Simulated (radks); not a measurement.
Species: Re III. Configuration: [Xe] 4f14 5d5. Method: scalar-relativistic Kohn-Sham, PBEsol, spin-unpolarised, spherical densities, finite nucleus; Fermi nuclear charge, rms radius 5.3698 fm; computed with a radial shooting solver on a logarithmic mesh with Libxc functionals.

Normalised radial functions P(r) = r R(r), r in bohr:

r              5p       5d
0.003661   0.0158   0.0002
0.004961   0.0258   0.0004
0.006778   0.0422   0.0009
0.009186   0.0667   0.0021
0.01255    0.1034   0.0047
0.01701    0.1512   0.0102
0.02305    0.2064   0.0213
0.03149    0.2541   0.0431
0.04268    0.2594   0.0800
0.0583     0.1768   0.1370
0.07902   -0.0130   0.2022
0.108     -0.2597   0.2442
0.1463    -0.3745   0.2022
0.1999    -0.1676   0.0281
0.2709     0.2849  -0.2184
0.3701     0.5567  -0.3679
0.5015     0.2390  -0.2397
0.6852    -0.4935   0.1502
0.9286    -1.0075   0.5666
1.269     -0.9754   0.7998
1.719     -0.5903   0.7643
2.349     -0.2220   0.5438
3.183     -0.0506   0.2885
4.349     -0.0055   0.1025
5.894     -0.0003   0.0224
8.052     0.0000   0.0023
10.91     0.0000   0.0001

5p: eigenvalue -63.684 eV, 3 radial nodes at r = 0.0777, 0.226, 0.559 bohr, <r> = 1.21 bohr, 90 % of the charge inside 1.76 bohr. 5d: eigenvalue -21.447 eV, 2 radial nodes at r = 0.207, 0.616 bohr, <r> = 1.78 bohr, 90 % of the charge inside 2.75 bohr.
